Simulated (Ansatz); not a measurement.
Molecule: C₃H₂NS, charge 0, multiplicity 2. It need not be the lowest isomer of its formula. SMILES: [c]1nccs1
Coordinates optimised at B3LYP-D3(BJ)/def2-TZVP (Ansatz, an electronic-structure program):
```
C
C 1 1.3576
H 2 1.0776 1 128.49
H 1 1.0787 2 126.27 3 0.00
N 1 1.3895 4 119.78 2 180.00
C 5 1.2515 1 112.24 4 -180.00
S 6 1.7299 5 115.83 1 0.00
```
Charge 0, spin multiplicity 2.

Q: Give the harmonic wavenumbers at B3LYP-D3(BJ)/def2-TZVP (Ansatz, finite differences of forces, unscaled).

A: 450, 565, 573, 688, 744, 763, 852, 890, 1054, 1141, 1306, 1483, 1641, 3231, 3255 cm⁻¹. Zero-point energy 26.6 kcal/mol.

Q: From these and the geometry, give the ideal-gas thermochemistry at 298.15 K and 1 atm (rigid rotor, harmonic oscillator).

A: Point group Cs, rotational symmetry number 1. Rotational constants 9.304, 5.531, 3.469 GHz. S(trans) 39.20, S(rot) 25.00, S(vib) 3.11, S(elec, spin only) 1.38, S 68.7 cal/(mol K). H(298) - H(0) 3.07 kcal/mol; G - E(el) 9.2 kcal/mol.
